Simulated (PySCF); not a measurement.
`CC(CC)(C)N(C)C`, C7H17N

Geometry (Å), atoms numbered from 1 in this order:
```xyz
25

C     2.040   -1.034    0.254
C     1.255   -0.422   -0.894
C    -0.037    0.318   -0.487
C    -0.736    0.811   -1.764
C     0.347    1.536    0.359
N    -0.887   -0.585    0.309
C    -1.310   -1.792   -0.358
C    -1.990    0.026    1.008
H     2.433   -0.265    0.936
H     1.402   -1.703    0.850
H     2.899   -1.612   -0.120
H     1.885    0.298   -1.443
H     1.008   -1.203   -1.632
H    -0.956   -0.019   -2.453
H    -1.684    1.320   -1.531
H    -0.099    1.528   -2.304
H     0.711    1.230    1.351
H     1.147    2.099   -0.144
H    -0.497    2.225    0.500
H    -1.777   -2.466    0.377
H    -0.455   -2.329   -0.790
H    -2.053   -1.630   -1.170
H    -2.480   -0.735    1.636
H    -2.776    0.450    0.343
H    -1.649    0.825    1.679
```

Method: TDDFT CAM-B3LYP/def2-SVPD excited states, vertical, gas phase (PySCF). Geometry: PBE0-D3(BJ)/def2-SVP.

States above about 7.3 eV (minus the energy of the highest occupied orbital) lie near or above the ionisation threshold and depend on the basis.

(1) Give the one- and two-photon strengths of the lowest singlets.

Answers

(1) δ for parallel linear polarisation; σ at the peak of a Lorentzian of half width 0.1 eV, single beam; Ω is circular over linear.
| state | E (eV) | f | photon λ (nm) | δ (au) | σ (GM) | Ω | main |
| --- | --- | --- | --- | --- | --- | --- | --- |
| S1 | 5.86 | 0.008 | 423 | 58.4 | 0.73 | 1.01 | HOMO→LUMO 0.84, HOMO→LUMO+1 0.10 |
| S2 | 6.64 | 0.003 | 373 | 39 | 0.63 | 1.42 | HOMO→LUMO+2 0.60, HOMO→LUMO+3 0.32 |
| S3 | 6.70 | 0.008 | 370 | 6.19 | 0.10 | 1.43 | HOMO→LUMO+1 0.71, HOMO→LUMO 0.13 |
| S4 | 6.80 | 0.021 | 365 | 8.97 | 0.15 | 1.32 | HOMO→LUMO+3 0.55, HOMO→LUMO+2 0.26 |
| S5 | 7.21 | 0.008 | 344 | 19.7 | 0.38 | 0.36 | HOMO→LUMO+6 0.43, HOMO→LUMO+5 0.35 |
| S6 | 7.48 | 0.010 | 331 | 50.3 | 1.03 | 0.98 | HOMO→LUMO+4 0.60, HOMO→LUMO+5 0.17 |

Among these, the strongest one-photon state is S4, the strongest two-photon state S6, with a dipole change of 3.2 D (relaxed, norm of the difference vector).
